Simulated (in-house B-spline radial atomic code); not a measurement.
Spin-orbit splittings of orbital energies (j = l + 1/2 less j = l - 1/2) and ratios of mean radii (lower j over upper j) along the 58-electron series, configuration [Kr] 4d10 4f10 5s2. Computed with a radial B-spline atomic code at the basis-set limit: Dirac-Hartree-Fock, average of the configuration, finite nuclei.

| ion | Z | splitting of 4f (eV) | radius ratio of 4f | splitting of 4d (eV) | radius ratio of 4d | splitting of 3p (eV) | radius ratio of 3p |
| --- | --- | --- | --- | --- | --- | --- | --- |
| Er10+ | 68 | 1.2809 | 0.9903 | 8.3441 | 0.98204 | 196.58 | 0.9409 |
| Tm11+ | 69 | 1.4784 | 0.99044 | 9.1044 | 0.98179 | 211.14 | 0.93904 |
| Yb12+ | 70 | 1.6935 | 0.99052 | 9.922 | 0.98153 | 226.57 | 0.93715 |
| Lu13+ | 71 | 1.9268 | 0.99056 | 10.799 | 0.98127 | 242.92 | 0.93522 |
